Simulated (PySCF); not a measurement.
**Exercise with solution: entropy of an ideal gas**

Mo(S)2(OH)(Me) (CH₄MoOS₂), SMILES [CH3][Mo]([OH])(=[S])=[S], multiplicity 1.

Coordinates come from a PBE-D3(BJ)/def2-SVP optimisation. The spin state was assumed, not searched. The def2 effective core potentials stand for the cores of Mo; spin–orbit coupling is left out. The values are those of a single conformer.

PBE-D3(BJ)/def2-SVP in PySCF 2.14.0 gives the harmonic wavenumbers 158, 173, 176, 177, 194, 197, 319, 524, 543, 550, 581, 610, 655, 724, 1127, 1336, 1344, 2957, 3067, 3086, 3713 cm⁻¹ and the rotational temperatures 0.1104, 0.0844, 0.0735 K. The molar mass is 192.11 g/mol, the symmetry number 1, the spin multiplicity 1.

Work out the entropy at 298.15 K and 1 atm in the rigid-rotor, harmonic-oscillator model.


Translation (Sackur–Tetrode at 1 atm): S = R[1.5 ln M + 2.5 ln T − 1.16487] = 174.3 J/(mol K).
Rotation: q = (√π/σ) T^1.5/√(θA θB θC) = 349000, S = R[ln q + 3/2] = 118.6 J/(mol K).
Vibration: with u = 1.4388 ν/T, each mode gives R[u/(e^u − 1) − ln(1 − e^−u)]:
| ν (cm⁻¹) | modes | u | S (J/(mol K)) |
|---|---|---|---|
| 158 | 1 | 0.76 | 10.77 |
| 173 | 1 | 0.83 | 10.05 |
| 176 | 1 | 0.85 | 9.92 |
| 177 | 1 | 0.85 | 9.87 |
| 194 | 1 | 0.94 | 9.16 |
| 197 | 1 | 0.95 | 9.04 |
| 319 | 1 | 1.54 | 5.50 |
| 524 | 1 | 2.53 | 2.51 |
| 543 | 1 | 2.62 | 2.34 |
| 550 | 1 | 2.65 | 2.28 |
| 581 | 1 | 2.80 | 2.02 |
| 610 | 1 | 2.94 | 1.81 |
| 655 | 1 | 3.16 | 1.52 |
| 724 | 1 | 3.49 | 1.17 |
| 1127 | 1 | 5.44 | 0.23 |
| 1336 | 1 | 6.45 | 0.10 |
| 1344 | 1 | 6.49 | 0.10 |
The stiffer modes add less than 0.005 each. Sum 78.4 J/(mol K).
Spin: R ln 1 = 0.0 J/(mol K).
Total 371.3 J/(mol K); the program's own thermochemistry gives 371.3. Translation makes up 47 % and vibration 21 %. Anharmonicity, hindered rotation and orbital degeneracy are left out.
